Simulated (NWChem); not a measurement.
Species: BO cation

```xyz
2

B      0.0000     0.0000    -0.7253
O      0.0000     0.0000     0.4611
```
Atoms are numbered in this order, from 1.

Geometry: optimised at PBE0/def2-SVP.

**Question.** List the 6 lowest vertical singlet excitations and the 6 lowest triplet ones from PBE/def2-SVP, TDA (NWChem).

**Answer.** 
```
state  energy (eV)  oscillator strength  leading excitation (squared amplitude)
-----  -----------  -------------------  --------------------------------------
S1            1.70                0.010                    HOMO−1 → LUMO (0.56)
S2            1.70                0.010                      HOMO → LUMO (0.56)
S3            3.83                0.045                    HOMO−2 → LUMO (0.91)
S4            8.51                0.000                  HOMO−1 → LUMO+1 (0.29)
S5            8.67                0.000                  HOMO−1 → LUMO+1 (0.26)
S6            8.67                0.000                  HOMO−1 → LUMO+2 (0.26)
T1            0.90       spin-forbidden                      HOMO → LUMO (0.61)
T2            0.90       spin-forbidden                    HOMO−1 → LUMO (0.61)
T3            1.98       spin-forbidden                    HOMO−2 → LUMO (0.99)
T4            6.80       spin-forbidden                  HOMO−1 → LUMO+2 (0.29)
T5            7.31       spin-forbidden                  HOMO−1 → LUMO+2 (0.26)
T6            7.31       spin-forbidden                  HOMO−1 → LUMO+1 (0.26)
```
